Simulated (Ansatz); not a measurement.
The same ligand exchange along the group F, Cl, Br.

Program: Ansatz. Geometries: PBE0-D4/def2-TZVP. ΔE: electronic, gas phase. CBS: MP2 limit from def2 TZ/QZ plus the TZ coupled-cluster correction, frozen cores. This one scheme is used for every species. Functionals use def2-TZVPP. For Br outer-core shells are correlated without core-valence functions, which leaves a few kJ/mol of doubt a bond. Scalar relativity is left out up to krypton. Each species was taken in one conformer, which may not be the lowest.

| reaction | CCSD(T)/CBS(def2) (kJ/mol) |
| --- | --- |
| `CB(N)F` + PH₃ → `CB(N)P` + H–F | 123 |
| `CB(N)Cl` + PH₃ → `CB(N)P` + HCl | ? |
| `CB(N)Br` + PH₃ → `CB(N)P` + HBr | 76 |

Task: Fill in the missing values. (An estimate is asked.)

Result: Computed: `CB(N)Cl` + PH₃ → `CB(N)P` + HCl: +80.6 kJ/mol.

Largest T1 diagnostic: 0.013, for PH₃.
